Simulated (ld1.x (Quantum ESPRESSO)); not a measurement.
What one change does to a pseudopotential (phosphorus (P), TM)

| Quantity | Value |
| --- | --- |
| Element | phosphorus (P) |
| Generator | ld1.x (Quantum ESPRESSO) 7.5 |
| Type | norm-conserving Troullier–Martins (Kleinman–Bylander form) |
| Functional | PBE |
| Relativity | scalar-relativistic |
| Frozen core | [Ne] |
| Valence charge | 5 |
| Reference configuration | 3s2 3p3 |
| Partial waves | 3s (bound): rc 1.30 bohr; 3p (bound): rc 1.60 bohr |
| Local potential | all-electron potential smoothed inside 1.40 bohr (lloc = -2) |
| Core correction | a·sin(br)/r model core, default radius (core density twice the valence density) |

Change: wave 3p (bound): rc 1.60 bohr becomes 3p (bound): rc 1.54 bohr.

Cutoffs: the cutoffs (Ry, on a coarse ladder) from which the occupation-weighted sum of valence levels, in a spherical-Bessel basis at the reference potential, stays within 10 and 1 mRy of its value at 400 Ry; they do not see the model core or the augmentation charge, which bear on the density cutoff. Errors are all-electron minus pseudo energies relative to the spin-unpolarised reference configuration.

**Question.** How do hardness, ghosts and transferability respond?

**Answer.** The potential gets neither clearly harder nor softer (35 Ry and 80 Ry → 35 Ry and 80 Ry); the errors of the 7 common tests hardly move; neither file shows a bound ghost.

```tsv
quantity	base	changed
cutoff, loose	35 Ry	35 Ry
cutoff, tight	80 Ry	80 Ry
bound ghosts	none	none
error for 3s2 3p2, meV [ΔE 9.73 eV]	+3.5	+3.6
error for 3s2 3p1, meV [ΔE 28.88 eV]	+26	+26
error for 3s2 3p0, meV [ΔE 58.62 eV]	+91	+89
error for 3s1 3p0, meV [ΔE 110.62 eV]	+213	+209
error for 3s2 3p3.3, meV [ΔE -1.31 eV]	+0.2	+0.2
error for 3s1 3p3, meV [ΔE 18.85 eV]	+6.4	+6.7
error for 3s2 3p2.5, meV [ΔE 3.77 eV]	+0.5	+0.5
```
